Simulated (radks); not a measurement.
Q: The mean radii <r> (bohr) of the occupied orbitals of an atom or ion are listed with their occupations. All-electron calculation, non-relativistic Kohn-Sham, TPSS, spin-polarised, spherical densities, point nucleus; meta-GGA in the generalised Kohn-Sham scheme. Program: a radial shooting solver on a logarithmic mesh with Libxc functionals.

orbital  occ.      <r>
1s down     1  0.05481
1s up       1  0.05481
2s up       1   0.2479
2s down     1   0.2476
2p up       3   0.2167
2p down     3   0.2162
3s up       1   0.7065
3s down     1   0.7097
3p up       3   0.7166
3p down     3   0.7213
3d up       3   0.7194

Name the element and its charge. Open shells, if any, are filled with parallel spins first.

A: Z = 28, nickel, charge +7: Ni7+ in [Ar] 3d3. The 1s radius gives Z: for a bare nucleus <r> = 1.5/Z, 0.05357 bohr for Z = 28, and screening makes it slightly larger (0.05481 here). The occupations add up to 21, and the charge is Z minus that.
